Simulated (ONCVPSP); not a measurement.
Configuration tests for Ru (Z = 44) (ONCV)

- Element: Ru
- Generator: ONCVPSP 4.0.1
- Type: optimised norm-conserving Vanderbilt (ONCV)
- Functional: PBEsol
- Relativity: scalar-relativistic
- Frozen core: [Kr]
- Valence charge: 8
- Reference configuration: 4d7 5s0.5 5p0.5
- Partial waves: 5s: rc 2.75 bohr, ncon 3, nbas 8, qcut 2 1/bohr, 2 projectors, debl 3.6 Ha; 5p: rc 3.15 bohr, ncon 5, nbas 8, qcut 2.8 1/bohr, 1 projector; 4d: rc 1.50 bohr, ncon 3, nbas 7, qcut 5.5 1/bohr, 2 projectors, debl 2.5 Ha
- Local potential: polynomial inside 1.00 bohr (lpopt 5, dvloc0 3 Ha)
- Core correction: Teter function, fcfact 2.25, rcfact 1.45

Energies are relative to the spin-unpolarised reference configuration 4d7 5s0.5 5p0.5; without spin polarisation the order of configurations can differ from experiment. Not all tests gave a result: 1 of 4 tests not solved or not reliable.

```
valence configuration  charge  ΔE all-electron (eV)  error AE − PS (meV)
          4d7 5s1 5p0       0                -1.730                 -1.0
          4d7 5s0 5p0      +1                 5.570                 -2.1
          4d8 5s0 5p0       0                -2.060                  -16
```

Note: ghosts flagged at negative energy: s at -77.0 eV, p at -81.4 eV; GHOST(+) flagged for s at 107.4 eV. A true bound ghost makes a file unfit for plane-wave use.
